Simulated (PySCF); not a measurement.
C5H7O, multiplicity 2. Atoms are numbered in the order given.

```xyz
13

O      0.8382     1.8493     0.4991
C      0.3815     0.7875     0.1636
C      1.1524    -0.5352     0.1144
C      0.1159    -1.5603    -0.1999
C     -1.2697    -0.9786    -0.2407
C     -1.0582     0.5434    -0.2903
H      1.6737    -0.6885     1.0796
H      1.9573    -0.4569    -0.6426
H      0.3208    -2.6297    -0.2862
H     -1.8419    -1.2648     0.6653
H     -1.8589    -1.3575    -1.0936
H     -1.1342     0.9292    -1.3218
H     -1.7536     1.1338     0.3237
```
Charge 0, spin multiplicity 2.

Geometry optimised at ωB97X-D3(BJ)/def2-SVP. The isomer is the one that the SMILES or the coordinates give; other isomers of the formula were not compared. One conformer was computed; it need not be the lowest.

The numbers are results of CAM-B3LYP/def2-TZVP in PySCF, not measurements.

ESP charges are fitted to the potential on shells at 1.4 to 2.0 van der Waals radii. Atomic charges (e):

```json
[
 {"atom": "O1", "Löwdin": "0.13", "ESP fit": "-0.57", "Mulliken": "-0.26", "meta-Löwdin": "-0.42", "Mulliken spin": "0.00"},
 {"atom": "C2", "Löwdin": "-0.31", "ESP fit": "0.69", "Mulliken": "0.13", "meta-Löwdin": "0.40", "Mulliken spin": "0.01"},
 {"atom": "C3", "Löwdin": "-0.24", "ESP fit": "-0.29", "Mulliken": "-0.18", "meta-Löwdin": "-0.26", "Mulliken spin": "-0.09"},
 {"atom": "C4", "Löwdin": "-0.13", "ESP fit": "-0.14", "Mulliken": "-0.20", "meta-Löwdin": "-0.14", "Mulliken spin": "1.00"},
 {"atom": "C5", "Löwdin": "-0.27", "ESP fit": "-0.09", "Mulliken": "-0.18", "meta-Löwdin": "-0.20", "Mulliken spin": "-0.09"},
 {"atom": "C6", "Löwdin": "-0.21", "ESP fit": "-0.23", "Mulliken": "-0.21", "meta-Löwdin": "-0.25", "Mulliken spin": "0.01"},
 {"atom": "H7", "Löwdin": "0.16", "ESP fit": "0.12", "Mulliken": "0.13", "meta-Löwdin": "0.13", "Mulliken spin": "0.05"},
 {"atom": "H8", "Löwdin": "0.16", "ESP fit": "0.11", "Mulliken": "0.13", "meta-Löwdin": "0.14", "Mulliken spin": "0.05"},
 {"atom": "H9", "Löwdin": "0.12", "ESP fit": "0.10", "Mulliken": "0.14", "meta-Löwdin": "0.12", "Mulliken spin": "-0.04"},
 {"atom": "H10", "Löwdin": "0.15", "ESP fit": "0.07", "Mulliken": "0.11", "meta-Löwdin": "0.11", "Mulliken spin": "0.06"},
 {"atom": "H11", "Löwdin": "0.14", "ESP fit": "0.06", "Mulliken": "0.12", "meta-Löwdin": "0.12", "Mulliken spin": "0.03"},
 {"atom": "H12", "Löwdin": "0.16", "ESP fit": "0.09", "Mulliken": "0.13", "meta-Löwdin": "0.13", "Mulliken spin": "0.00"},
 {"atom": "H13", "Löwdin": "0.15", "ESP fit": "0.09", "Mulliken": "0.13", "meta-Löwdin": "0.13", "Mulliken spin": "0.00"}
]
```

Question: Give the Mayer and Wiberg (Löwdin basis) orders of the bonds. (Estimate from the structure and the level; the computed values follow.)

Answer: 
```tsv
bond	Mayer	Wiberg
O1–C2	2.19	2.71
C2–C3	0.94	1.13
C3–C4	0.99	1.33
C4–C5	0.98	1.31
C2–C6	0.93	1.14
C5–C6	0.95	1.18
C3–H7	0.94	0.83
C3–H8	0.94	0.82
C4–H9	0.96	0.89
C5–H10	0.94	0.84
C5–H11	0.96	0.85
C6–H12	0.95	0.83
C6–H13	0.97	0.85
```
